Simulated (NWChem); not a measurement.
# CH4F2OSi; SMILES O[SiH2]C(F)F

```xyz
9

O      0.4534     2.0894     0.2247
Si    -0.5909     0.8412    -0.1884
C      0.1064    -0.8554     0.4087
F     -0.7592    -1.8539     0.0219
F      1.3227    -1.0663    -0.2165
H      1.3232     2.0609    -0.2111
H     -0.7850     0.6936    -1.6727
H     -1.8797     1.1238     0.5158
H      0.2756    -0.9553     1.5081
```
Atoms are numbered in this order, from 1.

Computed with NWChem. Geometry: optimised at PBE-D3(BJ)/def2-SVP. Hybrids' shares of exact exchange are those that their runs print; pure functionals count as 0. The functionals differ in more than this share.

| row | share of exact exchange | orbital gap (eV) |
|---|---|---|
| PBE/def2-TZVP | 0.00 | 5.80 |
| KT2/def2-TZVP | 0.00 | 5.78 |
| TPSSh/def2-TZVP | 0.10 | withheld |
| B3LYP/def2-TZVP | 0.20 | 7.81 |
| MPW1K/def2-TZVP | 0.43 | 10.10 |

Task: Fit a straight line of the last column on the one before it, predict the withheld value, and compare with the run.

Result: 
1. Means of the 4 shown rows: x = 0.158, y = 7.373. Slope Σ(x − x̄)(y − ȳ)/Σ(x − x̄)² = 1.260/0.1257 = 10.03; intercept 5.793.
2. The shown rows scatter about the line by 0.010 (root mean square); the largest residual is -0.01, at KT2/def2-TZVP.
3. At x = 0.10 (TPSSh/def2-TZVP; inside the shown range) the line gives 6.80.
4. The run gives 7.16, +0.36 from the line.
